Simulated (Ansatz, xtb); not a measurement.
# Ligand exchange: CH3F + NaI → CH3I + NaF

Species: CH3F (fluoromethane) `CF`, singlet; NaI (Sodium Iodide), singlet; CH3I (methyl iodide) `CI`, singlet; NaF, singlet. The partners trade F for I: C–F and Na–I bonds give way to C–I and Na–F.

Shapes, held fixed at every level: PBE0-D4/def2-TZVP. Programs: Ansatz 0.2.0, xtb 6.7.1. The zero-point and thermal change to 298 K, harmonic and unscaled (PBE0-D4/def2-TZVP), is -5.4 kJ/mol.

**Question.** Estimate ΔH(298 K) of this reaction.

**Answer.** The highest level, CCSD(T)/def2-TZVPP, gives ΔH(298 K) = +56.0 kJ/mol; the levels span +12.7 to +124.7. The column of differences is taken from that level and isn't an error. No measured value is set beside it here. For atoms past krypton def2 sets carry core potentials with scalar relativity. Outer-core shells of I, Na are correlated in most correlated rows, in sets that cover them unevenly.

```csv
level,kind,ΔH(298 K) (kJ/mol),less CCSD(T)/def2-TZVPP
GFN1-xTB,semi-empirical,+12.7,-43.3
HF/def2-SVP,Hartree–Fock,+124.7,+68.7
r2SCAN-D4/def2-TZVPP,meta-GGA,+59.3,+3.3
B3LYP-D4/def2-TZVPP,global hybrid,+54.1,-1.9
PBE0-D4/def2-TZVPP,global hybrid,+62.7,+6.7
r2SCAN0-D4/def2-TZVPP,global hybrid,+69.4,+13.4
MP2/def2-SVP,perturbation theory,+79.2,+23.2
CCSD/def2-SVP,coupled cluster or CI,+87.2,+31.2
CCSD(T)/def2-TZVPP,coupled cluster or CI,+56.0,0.0
```
